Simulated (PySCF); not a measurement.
Species: C5H13FSi2.
Cartesian coordinates in Å at the PBE0-D3(BJ)/def2-SVP level; atoms count from 1:
```
atom  x, y, z in Å
F1    -0.1363   -0.2159    2.4614
C2    -0.9419    0.1925    1.4099
C3    -1.5254   -0.9994    0.6549
C4    -1.9667   -0.5158   -0.7279
C5    -0.7959    0.2324   -1.3927
Si6   -0.0021    1.1766    0.0480
C7     1.8576    0.9936    0.2337
Si8    2.5555   -0.7533    0.1649
H9    -1.7606    0.7999    1.8378
H10   -2.3448   -1.4839    1.2101
H11   -0.7239   -1.7514    0.5451
H12   -2.8273    0.1677   -0.6161
H13   -2.3233   -1.3561   -1.3445
H14   -1.1184    0.8646   -2.2332
H15   -0.0676   -0.4906   -1.7978
H16   -0.3816    2.6254    0.0605
H17    2.3554    1.5966   -0.5457
H18    2.1363    1.4373    1.2055
H19    4.0415   -0.7255    0.3367
H20    1.9655   -1.6172    1.2279
H21    2.2616   -1.3771   -1.1642
```

The calculation used PySCF, PBE0-D3(BJ)/def2-SVP geometry optimisation, gas phase.

Take the most abundant isotopes and a rigid rotor. The values belong to one conformer with, in the numbering `[F:1][C@@H:2]1[CH2:3][CH2:4][CH2:5][Si@@H:6]1[CH2:7][SiH3:8]`, C5–Si6–C7–Si8 -48°, F1–C2–C3–C4 -160°, C2–C3–C4–C5 52°, C3–C4–C5–Si6 -38°, C4–C5–Si6–C7 130°.

Q: What are A, B and C (cm⁻¹)?

A: Ia = 284.93, Ib = 476.79, Ic = 550.55 u·Å²; 505379 MHz·u·Å²/I gives 1774, 1060 and 917.9 MHz, that is A = 0.05917, B = 0.03536, C = 0.03062 cm⁻¹.

Q: Classify the top.

A: An asymmetric top: κ = (2 × 1060 − 1774 − 917.9)/(1774 − 917.9) = -0.67.

Q: Is it planar, by Δ = Ic − Ia − Ib?

A: Not planar: Δ = Ic − Ia − Ib = -211.16 u·Å². For a rigid frame Δ = −2 Σ m c², so Σ m c² = 105.58 u·Å² lies off the ab plane: 25.77 from hydrogen and 79.80 from heavier atoms. The atom farthest from that plane is 2.46 Å away.

Q: Give the other two planar moments, Paa and Pbb, and the rms extents of the mass along the axes.

A: Paa = Σ m a² = (Ib + Ic − Ia)/2 = 371.21 and Pbb = Σ m b² = (Ia + Ic − Ib)/2 = 179.35 u·Å². With the mass M = 148.05 u, the rms extents √(P/M) along a, b and c are 1.58, 1.10, 0.84 Å.

Q: Where do the levels up to J = 2 lie, in MHz?

A: Above 0(0,0):
J = 1: 1(0,1) 1978, 1(1,1) 2692, 1(1,0) 2834
J = 2: 2(0,2) 5915, 2(1,2) 6505, 2(1,1) 6932, 2(2,1) 9073, 2(2,0) 9092
The levels of one J sum to (2J + 1)J(J + 1)(A + B + C)/3.

Q: Which lines would a microwave search look for?

A: The dipole components are |μa| = 0.89 D, |μb| = 1.47 D, |μc| = 0.38 D. Intensities carry the squares of the components, which stand as 0.37 : 1.00 : 0.07 (a : b : c). Some lines, for components of 0.1 D or more:

```json
{"type": "b", "branch": "Q", "J(Ka,Kc)": "1(1,0) ← 1(0,1)", "MHz": "856", "lower level (cm⁻¹)": "0.066"}
{"type": "b", "branch": "Q", "J(Ka,Kc)": "3(1,2) ← 3(0,3)", "MHz": "1292", "lower level (cm⁻¹)": "0.393"}
{"type": "b", "branch": "Q", "J(Ka,Kc)": "3(2,1) ← 3(1,2)", "MHz": "2035", "lower level (cm⁻¹)": "0.436"}
{"type": "b", "branch": "Q", "J(Ka,Kc)": "2(2,0) ← 2(1,1)", "MHz": "2160", "lower level (cm⁻¹)": "0.231"}
{"type": "b", "branch": "Q", "J(Ka,Kc)": "3(2,2) ← 3(1,3)", "MHz": "2792", "lower level (cm⁻¹)": "0.407"}
{"type": "a", "branch": "R", "J(Ka,Kc)": "2(1,2) ← 1(1,1)", "MHz": "3814", "lower level (cm⁻¹)": "0.090"}
{"type": "a", "branch": "R", "J(Ka,Kc)": "3(2,1) ← 2(2,0)", "MHz": "6008", "lower level (cm⁻¹)": "0.303"}
{"type": "c", "branch": "R", "J(Ka,Kc)": "3(1,2) ← 2(0,2)", "MHz": "7151", "lower level (cm⁻¹)": "0.197"}
{"type": "b", "branch": "R", "J(Ka,Kc)": "3(3,1) ← 2(2,0)", "MHz": "9850", "lower level (cm⁻¹)": "0.303"}
{"type": "b", "branch": "R", "J(Ka,Kc)": "3(3,0) ← 2(2,1)", "MHz": "9870", "lower level (cm⁻¹)": "0.303"}
```

Q: Estimate the classical rotational partition function at 50 K, 200 K and 298.15 K.

A: Point group C1, symmetry number σ = 1; q = (√π/σ)·√((kT/h)³/(ABC)), k/h = 20836.6 MHz/K: 45400 at 50 K, 363000 at 200 K, 661000 at 298.15 K.

No PBE0-D3(BJ)/def2-SVP frequencies stand behind this structure, so it isn't proved a minimum. These are rigid-rotor constants of the computed structure; measured ground-state constants (B0) also hold zero-point vibration. A rigid rotor knows nothing of internal rotation, which can split or shift real lines.

Time: 80 s of wall time. Hardware: one thread, Arm Neoverse V2, on a shared host. This is the geometry optimisation.
